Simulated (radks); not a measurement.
Problem. Species: Co IV. Configuration: [Ar] 3d6. Method: Dirac Kohn-Sham, PBE, spin-unpolarised, spherical densities, finite nucleus; open shells fill j = l - 1/2 first; Fermi nuclear charge, rms radius 3.7875 fm; computed with a radial shooting solver on a logarithmic mesh with Libxc functionals. Some entries of the table are withheld. Estimate them.

orbital  occ.  eigenvalue (eV)  r(max) (bohr)
1s1/2       2              (1)            (2)
2s1/2       2        -937.9161         0.2132
2p1/2       2        -818.7874            (3)
2p3/2       4        -803.9656            (4)
3s1/2       2        -140.6746            (5)
3p1/2       2        -104.9707         0.6713
3p3/2       4        -103.0779         0.6786
3d3/2       4         -45.2580         0.6540
3d5/2       2         -45.0373         0.6564

Solution. 
(1) 1s1/2 eigenvalue (eV): -7630.376
(2) 1s1/2 r(max) (bohr): 0.03678
(3) 2p1/2 r(max) (bohr): 0.1703
(4) 2p3/2 r(max) (bohr): 0.1728
(5) 3s1/2 r(max) (bohr): 0.6674
